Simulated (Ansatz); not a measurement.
Molecule: C$_{2}$H$_{9}$GeO (charge +1, singlet). It need not be the lowest isomer of its formula. 
Geometry from a B3LYP-D3(BJ)/def2-TZVP (Ansatz, a first-principles code) optimisation:
```
O
H 1 0.9697
C 1 1.5034 2 110.91
H 3 1.0875 1 103.58 2 -163.85
H 3 1.0888 4 110.27 1 113.83
C 3 1.5020 4 112.91 5 128.05
H 6 1.0894 3 111.55 4 54.81
H 6 1.0915 7 108.21 3 119.08
H 6 1.0922 7 109.72 8 116.60
Ge 1 1.9482 2 117.52 3 149.57
H 10 1.5210 1 99.16 2 152.40
H 10 1.5219 11 117.60 1 105.07
H 10 1.5242 11 116.52 12 146.32
```
Charge +1, spin multiplicity 1.

Parts of the frozen-core correlation energy in 6-31G* (Ansatz, hartree). Frozen orbitals: 17; correlated occupied orbitals by spin: 13 and 13; virtual: 68 and 68. Spin-orbit coupling is left out. Non-relativistic.

| term | value |
|---|---|
| reference (HF) | -2230.66547 |
| MP2 opposite-spin | … |
| MP2 same-spin | -0.11832 |
| CCSD correlation | … |
| (T) | … |
| T1 diagnostic | 0.011 |
| largest doubles amplitude | 0.026 |

Q: Some entries are withheld; supply them.

A: 
- MP2 opposite-spin, value: -0.39706
- CCSD correlation, value: -0.56662
- (T), value: -0.01354
